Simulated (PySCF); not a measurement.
Dipole response of Hf (hafnium, neutral)

[Xe] 4f14 5d2 6s2, high-spin 3F determinant. Calculation: PySCF 2.14, in aug-cc-pVDZ-PP with ECP60MDF (5s5p4d2f, 54 functions); a scalar-relativistic core potential. Coupled (time-dependent) response in atomic units; α is the mean over directions. A double-zeta set is small for polarisabilities.

```csv
method,mean α (bohr³),"α xx, yy, zz",C₆ (like pair),S(−4)
UHF,121.2,"121.2, 121.2, 121.2",1729,6543
PBE,100.4,"100.4, 100.4, 100.4",1330,4851
PBE0,103.0,"103.0, 103.0, 102.9",1387,4658
TPSS,106.5,"106.5, 106.5, 106.5",1466,5028
MN15,92.11,"92.08, 92.08, 92.18",1164,5154
```

S(−4) is the Cauchy moment in α(ω) = α(0) + S(−4) ω² + …

Reference α: 103 ± 6 bohr³ (recommended; Schwerdtfeger and Nagle, table of static dipole polarizabilities (2023 update)). Published C₆: 1040 (Gould and Bucko (2016)).

Spin-orbit coupling is absent.

Hartree-Fock lies above the reference because it lacks correlation, which contracts the outer shell.

α(iu) at UHF:

```tsv
u (hartree)	α(iu) (bohr³)
0	121.2
0.0500	107.7
0.100	82.62
0.200	45.88
0.300	28.45
0.500	14.62
0.750	8.504
1.00	5.783
1.50	3.299
2.00	2.152
3.00	1.114
5.00	0.4471
```

A single London oscillator, α(iu) = α/(1 + u²/ω²), gives C₆ = (3/4) ω α². Matching the computed C₆ needs ω = 4 × 1729 / (3 × 121.2²) = 0.157 hartree.

The components differ because the open shell of this determinant is not spherical; for a pure term their mean is the scalar polarisability.

Energies and moments cover only the electrons outside the core potential. Spin-orbit coupling, absent here, splits the open shell strongly.
